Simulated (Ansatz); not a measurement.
One change: `[CH3][In]([NH2])[CH2]F` becomes `[CH3][In]([NH2])[CH]=O`.

Ansatz, PBE0-D4/def2-TZVP geometries, multiplicity 1. Each molecule was computed in one conformer, which needn't be the lowest.

Elements past krypton have def2 core potentials.

| property | `[CH3][In]([NH2])[CH2]F` |
| --- | --- |
| HOMO energy (ωB97M-V/def2-TZVPP) / eV | -9.20 |
| HOMO–LUMO gap (ωB97M-V/def2-TZVPP) / eV | 9.97 |
| HOMO–LUMO gap (PBE0/def2-TZVPP) / eV | 6.24 |
| size of the dipole moment (B3LYP/def2-TZVPP) / D | 1.61 |
| HOMO energy (PBE0/def2-TZVPP) / eV | -6.79 |
| HOMO–LUMO gap (PBE/def2-TZVPP) / eV | 4.21 |

(1) What does the change do to each property? (Best estimate.)

## Answers

(1) Ansatz gave: 
```csv
property,`[CH3][In]([NH2])[CH]=O`,shift
HOMO energy (ωB97M-V/def2-TZVPP) / eV,-8.40,0.80
HOMO–LUMO gap (ωB97M-V/def2-TZVPP) / eV,8.52,-1.45
HOMO–LUMO gap (PBE0/def2-TZVPP) / eV,4.48,-1.76
size of the dipole moment (B3LYP/def2-TZVPP) / D,2.39,0.78
HOMO energy (PBE0/def2-TZVPP) / eV,-6.21,0.58
HOMO–LUMO gap (PBE/def2-TZVPP) / eV,2.24,-1.97
```

With PBE0 the HOMO rises by 0.58 eV and the LUMO falls by 1.17 eV, so the gap narrows by about 1.75 eV. PBE moves the HOMO by 0.52 eV and ωB97M-V by 0.80 eV. Dipoles are sizes alone; their direction can turn.

B3LYP here is the variant with VWN-RPA as its local correlation; programs differ in this.
